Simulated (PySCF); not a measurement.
Level of theory: B3LYP-D3(BJ)/def2-TZVP // PBE-D3(BJ)/def2-SVP (PySCF). Gas-phase values, no solvent. One relaxed conformer stands for a flexible species; it need not be the lowest. B3LYP has the VWN-RPA correlation part, as in Gaussian. 

Reference species: [Zn(NH2)2] (neutral, multiplicity 1).

```json
{
 "LUMO": "-0.76 eV",
 "HOMO": "-6.63 eV",
 "coordination_number": "2",
 "charge on the central atom (meta-Löwdin)": "1.12 e"
}
```

Changed species: [Zn(H)2] (2 of 2 NH2 replaced by H; the reference has 0 of 2 NH2 replaced by H).

### Question
Give the shifts of the LUMO, HOMO, coordination number and charge on the central atom (meta-Löwdin).

### Answer
the LUMO falls by 0.20 eV, to -0.96 eV; the HOMO falls by 1.21 eV, to -7.84 eV; the coordination number hardly moves; the charge on the central atom (meta-Löwdin) decreases by 0.25 e, to 0.87 e.
